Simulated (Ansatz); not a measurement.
```yaml
atoms:
  - { symbol: C, position_ang: [-0.0230, -0.0192, -2.0211] }
  - { symbol: C, position_ang: [-0.0317, -0.0374, -0.6158] }
  - { symbol: C, position_ang: [0.0389, -0.0067, 0.6368] }
  - { symbol: C, position_ang: [-0.0266, 0.0378, 2.0420] }
  - { symbol: H, position_ang: [-0.0194, -0.9936, -2.4288] }
  - { symbol: H, position_ang: [-0.8513, 0.5025, -2.4300] }
  - { symbol: H, position_ang: [0.8667, 0.5322, -2.5018] }
  - { symbol: H, position_ang: [-0.0128, -0.9928, 2.4959] }
  - { symbol: H, position_ang: [0.8546, 0.4769, 2.4613] }
  - { symbol: H, position_ang: [-0.8962, 0.5553, 2.4871] }
```

Basis set: 6-31G (spherical functions). Frozen core: 4 orbitals. Charge 0, multiplicity 1.

Computed with Ansatz (development build ahead of 0.2.0); each method stands on the lowest determinant of its kind that the runs found. Restricted open shells among the atoms or ions are ROHF, correlated in semicanonical orbitals with singles.

The atomization energy at this shape (free ground-state atoms in the same class of orbitals less the molecule, no zero-point energy) of singlet C₄H₆:

| method | atomization energy |
| --- | --- |
| RHF-MP2 | 38.18 eV |

Q: What does RHF give?

A: 30.90 eV.

This basis has no polarisation functions and is too small for such energies, which can lie far from measured ones in either direction.
